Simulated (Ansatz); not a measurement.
Species: SnOFH2, charge 0, doublet. SnOFH2 (SMILES [O][SnH2][F], doublet).
B3LYP-D3(BJ)/def2-TZVP minimum from Ansatz (a quantum-chemistry and plane-wave program):
```
Sn
F 1 1.9311
O 1 1.9883 2 106.43
H 1 1.6989 2 105.78 3 -114.56
H 1 1.6989 4 122.15 2 120.76
```
Charge 0, spin multiplicity 2.

Total energies in hartree (Ansatz). Open shells are spin-unrestricted; no spin-orbit coupling. Correlated methods leave the cores frozen (noble-gas shells, and filled d and f shells in the p block). Past Kr the def2 sets carry scalar-relativistic core potentials. Where a partner has so few electrons that a lower coupled-cluster level is exact, that level stands in. Spin-orbit terms, left out, reach several kcal/mol for Br and I, and more for heavier atoms.

```csv
species,HF/def2-TZVPP,CCSD(T)/def2-TZVPP,HF/def2-QZVPP,CCSD(T)/def2-QZVPP,CCSD(T)/def2-SVP,CCSDT(Q)/def2-SVP
"1: SnOFH2 (SMILES [O][SnH2][F], doublet)",-388.87406,-389.46494,-388.88563,-389.52591,-389.07988,-389.08195
2: Sn (triplet),-213.33992,-213.39742,-213.34066,-213.40091,-213.38486,-213.38510
3: O (triplet),-74.81563,-74.97674,-74.81863,-74.99407,-74.83747,-74.83766
4: F (doublet),-99.41180,-99.62506,-99.41589,-99.65118,-99.43472,-99.43491
5: H (doublet),-0.49981,-0.49981,-0.49998,-0.49998,-0.49928,-0.49928
```

Q: Work out the atomisation energy (electronic, to ground-state atoms) in kJ/mol: take Hartree-Fock from def2-QZVPP, extrapolate the CCSD(T) correlation energy as X^-3 (X = 3, 4), and add CCSDT(Q) - CCSD(T) in def2-SVP. 1 hartree = 2625.5 kJ/mol.

A: 
Species 1: correlation (64·(-0.64028) - 27·(-0.59088))/37 = -0.67633; step -0.00207; E1 = -388.88563 + (-0.67633) + (-0.00207) = -389.56403
Species 2: correlation (64·(-0.06025) - 27·(-0.05750))/37 = -0.06226; step -0.00024; E2 = -213.34066 + (-0.06226) + (-0.00024) = -213.40316
Species 3: correlation (64·(-0.17544) - 27·(-0.16111))/37 = -0.18590; step -0.00019; E3 = -74.81863 + (-0.18590) + (-0.00019) = -75.00472
Species 4: correlation (64·(-0.23529) - 27·(-0.21326))/37 = -0.25137; step -0.00019; E4 = -99.41589 + (-0.25137) + (-0.00019) = -99.66745
Species 5: correlation (64·(0.00000) - 27·(0.00000))/37 = 0.00000; step +0.00000; E5 = -0.49998 + (0.00000) + (+0.00000) = -0.49998
-1·E1 +1·E2 +1·E3 +1·E4 +2·E5 = 0.48874 hartree = 1283.2 kJ/mol.
